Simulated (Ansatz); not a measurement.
Two shapes of singlet B3N3H6.

Shape 1:

```xyz
12

B     1.4300    0.0000    0.0000
N     0.7150    1.2384    0.0000
B    -0.7150    1.2384    0.0000
N    -1.4300    0.0000    0.0000
B    -0.7150   -1.2384    0.0000
N     0.7150   -1.2384    0.0000
H     2.6300    0.0000    0.0000
H     1.2225    2.1174    0.0000
H    -1.3150    2.2776    0.0000
H    -2.4450    0.0000    0.0000
H    -1.3150   -2.2776    0.0000
H     1.2225   -2.1174    0.0000
```

Shape 2:

```xyz
12

B     1.4245   -0.0095   -0.0488
N     0.7145    1.1916    0.0174
B    -0.7511    1.2254    0.0320
N    -1.4179    0.0053   -0.0482
B    -0.7305   -1.2658    0.0389
N     0.7163   -1.2174   -0.0453
H     2.6675   -0.0299    0.0142
H     1.1949    2.0905    0.0319
H    -1.2869    2.2457   -0.0262
H    -2.4855   -0.0153   -0.0250
H    -1.2827   -2.2616   -0.0346
H     1.2215   -2.0785   -0.0313
```

Basis set: 6-31G* (spherical functions). Frozen core: 6 orbitals. Charge 0, multiplicity 1.

Computed with Ansatz (development build ahead of 0.2.0); each method stands on the lowest determinant of its kind that the runs found.

Task: Which shape is lower in energy, and by how much in each method?

Result:

| method | E(2) − E(1) (eV) |
| --- | --- |
| RHF | 0.327 |
| RHF-MP2 | 0.289 |

Shape 1 is lower.
